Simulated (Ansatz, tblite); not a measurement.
Spin states of Cu₂H₂⁺, each relaxed with r2SCAN-D4/def2-TZVP in Ansatz. Electronic energies in the gas phase.

The xTB rows come from tblite. B3LYP takes the VWN-RPA correlation. Correlated methods freeze 18 core orbitals. In CCSD on the charge 1 quartet the largest single amplitude is 0.35, so its Hartree–Fock determinant may place the open shell otherwise than the density functionals do. HOMO above LUMO, or a gap near zero within one spin, warns that the state may not be the lowest or that an electron is smeared out. The structure comes from a short search, and lower isomers may exist.

Doublet geometry (D2h within 0.1 Å):

| atom | x (Å) | y (Å) | z (Å) |
| --- | --- | --- | --- |
| Cu1 | 0.198 | -0.154 | -1.120 |
| Cu2 | -0.199 | 0.154 | 1.120 |
| H3 | -1.167 | -0.188 | -0.180 |
| H4 | 1.167 | 0.189 | 0.180 |

Quartet geometry (Cs within 0.1 Å):

```xyz
4

Cu   -0.063    0.100   -1.378
Cu    0.099   -0.042    1.175
H    -0.857   -0.851    0.233
H     0.822    0.793   -0.030
```

⟨S²⟩: doublet 0.76 at PBE0-D4/def2-TZVP (pure 0.75), quartet 3.76 at PBE0-D4/def2-TZVP (pure 3.75).

Run but left out: HF/STO-3G (doublet: ⟨S²⟩ 3.66, where a pure state has 0.75); HF/def2-TZVP, HF/def2-TZVPP, MP2/def2-TZVP, MP2/def2-TZVPP (quartet: a determinant that CCSD turns far, T1 0.068).

Only these spin states were relaxed. The quartet has other bonds than the doublet, so the gap mixes isomer and spin.

| level | quartet − doublet (kJ/mol) | lowest of these | remarks |
| --- | --- | --- | --- |
| GFN1-xTB | 284.6 | doublet | – |
| LDA (SPW92)/def2-TZVP | 364.6 | doublet | gap within one spin near zero (quartet) |
| PBE-D4/def2-TZVP | 339.1 | doublet | – |
| r2SCAN0-D4/def2-TZVP | 316.7 | doublet | – |

(1) Estimate the rows for B3LYP-D4/def2-TZVP, RPA@PBE/def2-TZVP, CCSD/def2-TZVPP, CCSD(T)/def2-TZVPP.

## Answers

(1) 
```csv
level,quartet − doublet (kJ/mol),lowest of these,remarks
B3LYP-D4/def2-TZVP,344.4,doublet,–
RPA@PBE/def2-TZVP,284.1,doublet,–
CCSD/def2-TZVPP,322.0,doublet,large T1 (0.068) (quartet)
CCSD(T)/def2-TZVPP,364.6,doublet,large T1 (0.068) (quartet)
```

The xTB methods have no spin-polarisation term.
